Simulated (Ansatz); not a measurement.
One change: `[CH3][GeH2][C](=N)F` becomes `[CH3][GeH2][C](=N)Cl`.

Ansatz, PBE0-D4/def2-TZVP geometries, multiplicity 1. Each molecule was computed in one conformer, which needn't be the lowest.

Scalar relativity is left out up to krypton.

```
                                          property  `[CH3][GeH2][C](=N)F`
    zero-point energy (PBE0-D4/def2-TZVP) / kJ/mol                  199.7
  size of the dipole moment (B3LYP/def2-TZVPP) / D                   3.30
               HOMO energy (B3LYP/def2-TZVPP) / eV                  -7.74
                LUMO energy (PBE0/def2-TZVPP) / eV                  -0.47
             HOMO–LUMO gap (B3LYP/def2-TZVPP) / eV                   7.01
size of the dipole moment (ωB97M-V/def2-TZVPP) / D                   3.37
```

(1) What does the change do to each property? (An estimate is asked.)

Results:

(1) Computed: 
```
                                          property  `[CH3][GeH2][C](=N)Cl`  shift
    zero-point energy (PBE0-D4/def2-TZVP) / kJ/mol                   195.3   -4.4
  size of the dipole moment (B3LYP/def2-TZVPP) / D                    3.11  -0.19
               HOMO energy (B3LYP/def2-TZVPP) / eV                   -7.50   0.24
                LUMO energy (PBE0/def2-TZVPP) / eV                   -0.88  -0.41
             HOMO–LUMO gap (B3LYP/def2-TZVPP) / eV                    6.39  -0.62
size of the dipole moment (ωB97M-V/def2-TZVPP) / D                    3.18  -0.19
```

With PBE0 the HOMO rises by 0.24 eV and the LUMO falls by 0.41 eV, so the gap narrows by about 0.65 eV. PBE moves the HOMO by 0.16 eV and ωB97M-V by 0.32 eV. Dipoles are sizes alone; their direction can turn.

Positive LUMOs are unbound, so they and the gaps depend on the basis.

B3LYP here is the variant with VWN-RPA as its local correlation; programs differ in this.
